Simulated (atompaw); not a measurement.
gadolinium: PAW (atompaw) pseudisation with PBE, scalar-relativistic reference atom.

atompaw 4.2.0.5 input, output lines left out:

```
Gd 64
GGA-PBE scalarrelativistic loggrid 2001 logderivrange -7 5 301
6 6 5 4 0 0
6 0 0
6 1 0
5 2 1
4 3 7
0 0 0
c
c
c
c
v
v
c
c
c
v
v
c
c
v
v
3
3.00 2.80 2.40 2.75
n
n
y
2
n
y
-0.15
n
custom rrkj gramschmidtortho sinc
4 0 troulliermartins
1.90
3.00
2.05
3.00
3.00
3.00
1.55
1.55
```

Question: Does the generator finish with these settings?

Answer: Yes, a potential is produced.

Question: Estimate the cutoffs (Ry, on a coarse ladder) from which the occupation-weighted sum of valence levels, in a spherical-Bessel basis at the reference potential, stays within 10 and 1 mRy of its value at 400 Ry.

Answer: 60 Ry and 100 Ry.

Question: Does the potential have ghost states?

Answer: No extra level below or beside the all-electron valence levels (s, p, d, f tested).

Question: Is the overlap operator S = 1 + Σ q|β⟩⟨β| positive definite (Bessel basis up to 400 Ry)?

Answer: Yes: its lowest eigenvalue is 0.18 (f channel).

Question: Which valence shell sets the plane-wave cutoff?

Answer: 4f: its level needs 60 Ry to come within 1 mRy, against 21 Ry for 5p.
